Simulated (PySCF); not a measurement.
Geometry:
| atom | x (Å) | y (Å) | z (Å) |
| --- | --- | --- | --- |
| F1 | 2.287 | -1.166 | 1.599 |
| B2 | 1.597 | -0.920 | 0.505 |
| F3 | 1.478 | -1.907 | -0.360 |
| Si4 | 0.777 | 0.900 | 0.125 |
| C5 | -0.952 | 0.617 | -0.566 |
| F6 | -1.454 | 1.513 | -1.430 |
| C7 | -1.726 | -0.422 | -0.234 |
| F8 | -2.923 | -0.664 | -0.686 |
| F9 | -1.333 | -1.341 | 0.622 |
| H10 | 1.555 | 1.606 | -0.937 |
| H11 | 0.732 | 1.757 | 1.347 |

Geometry: PBE0-D3(BJ)/def2-SVP; GIAO absolute shieldings from PySCF 2.14, gas phase, non-relativistic, averaged over equivalent atoms.

At PBE0/pcSseg-1 (170 basis functions, 47 s wall time on 1 thread of an Arm Neoverse N1, shared host):
```tsv
atoms	σ (ppm)
F1/F3	193.9
F8	255.5
F9	291.4
F6	381.6
B2	70.7
Si4	440.3
C7	14.1
C5	55.9
H10/H11	27.00
```

Question: What do these become at KT3/pcSseg-2?

Answer: 
```json
{"atoms": "F1/F3", "σ at KT3/pcSseg-2": "197.0", "change": "+3.1"}
{"atoms": "F8", "σ at KT3/pcSseg-2": "243.8", "change": "-11.7"}
{"atoms": "F9", "σ at KT3/pcSseg-2": "275.2", "change": "-16.2"}
{"atoms": "F6", "σ at KT3/pcSseg-2": "361.9", "change": "-19.7"}
{"atoms": "B2", "σ at KT3/pcSseg-2": "71.5", "change": "+0.8"}
{"atoms": "Si4", "σ at KT3/pcSseg-2": "448.1", "change": "+7.8"}
{"atoms": "C7", "σ at KT3/pcSseg-2": "15.4", "change": "+1.3"}
{"atoms": "C5", "σ at KT3/pcSseg-2": "56.8", "change": "+0.9"}
{"atoms": "H10/H11", "σ at KT3/pcSseg-2": "27.11", "change": "+0.11"}
```

The largest change is at F6 (vinylic fluorine). Cost: 359 basis functions, 2.4 min wall time on 1 thread of an Arm Neoverse N1, shared host.
